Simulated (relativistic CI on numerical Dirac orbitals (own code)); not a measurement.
Hyperfine structure of Os71+, mass number 189

Method of calculation: Dirac-Coulomb-Breit CI, separate exchange-only KLI orbitals for each configuration, a model potential for QED, unscaled Slater integrals (own radial code, finite nucleus).

CI space (outside the closed core 1s2): 2s²2p, 2s2p², 2p³, 2p²3s, 2p²3p, 2s²3s, 2p²3d, 2s²3p, 2s²3d, 2s2p3s, 2s2p3p, 2s2p3d, 2s²4s, 2s²4p, 2s²4d, 2s²4f. Levels of other configurations are missing.

Nuclear spin I = 3/2, μ = 0.6576 μN, Q = 0.86 b (tables of Stone and Pyykkö). The electronic factors are computed for point nuclear moments, without core polarisation or the Bohr-Weisskopf and QED corrections.

```tsv
Level	E (eV)	A (GHz)	B (GHz)
2s²2p ²P°1/2	0.00	3873	
2s²2p ²P°3/2	1654.35	415.7	1610
2s2p² ⁴P3/2	1855.15	2825	1270
2s2p² ²D5/2	1896.82	3399	1410
2s2p² ²P1/2	1973.29	-4512	
2s2p² ²D3/2	1975.37	-12.73	800
2s2p² ⁴P5/2	3527.58	2721	188
2s2p² ²S1/2	3642.09	11930
```

Levels with J = 0, under 50 % of one LS term, or S terms without an open s electron are left out. Small factors come from cancelling terms and can be off by tens of per cent or more.

At this charge energies of transitions that change n are usually good to better than 1 %, and those within a shell (Δn = 0) to a few per cent.

Task: Give the hyperfine levels of 2s²2p ²P°1/2 relative to its centre of gravity.

Result: With K = F(F + 1) − I(I + 1) − J(J + 1), E = AK/2: F = 1: -4841, F = 2: 2904 GHz.

LS names give the leading component of a level, which can be under half, so a name can repeat, a term be missing and a line seem to break the LS rules.
